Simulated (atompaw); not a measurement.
## Before and after: PAW (atompaw) potential for V (Z = 23)

atompaw 4.2.0.5 input, output lines left out:

```
V 23
GGA-PBE scalarrelativistic loggrid 1500 logderivrange -7 5 301
4 4 3 0 0 0
4 1 0
3 2 3
0 0 0
c
c
v
v
c
v
v
v
2
2.20 1.75 1.75 1.20
n
n
y
3.25
n
bloechl sinc
3 1 troulliermartins
```

Change: all radii scaled by about 0.88 (s 0.92, p 0.92, d 1.94 bohr); local potential troulliermartins scheme with l = 3 at 1 Ry, radius 1.54 bohr; augmentation sinc compensation charge, radius 1.54 bohr; PAW radius 1.94 bohr; waves and projectors: bloechl; core correction smooth core density matched at 1.06 bohr.

Cutoffs: the cutoffs (Ry, on a coarse ladder) from which the occupation-weighted sum of valence levels, in a spherical-Bessel basis at the reference potential, stays within 10 and 1 mRy of its value at 400 Ry; they do not see the model core or the augmentation charge, which bear on the density cutoff.

Q: What does the change do?

A: The potential gets harder (50 Ry and 80 Ry → 70 Ry and 100 Ry); neither file shows a bound ghost. A smaller radius makes the pseudo-wave follow the all-electron one further in, where it bends more sharply, so more plane waves are needed.

| quantity | base | changed |
| --- | --- | --- |
| cutoff, loose | 50 Ry | 70 Ry |
| cutoff, tight | 80 Ry | 100 Ry |
| loose cutoff by channel (10 mRy a level) | s 25 Ry, p 35 Ry, d 40 Ry | s 35 Ry, p 45 Ry, d 50 Ry |
| bound ghosts | none | none |
| lowest overlap eigenvalue by channel | s 0.53, p 0.99, d 1.00 | s 0.46, p 0.89, d 1.00 |

 The cutoffs see the waves, projectors and local potential, not the compensation charge or the core.
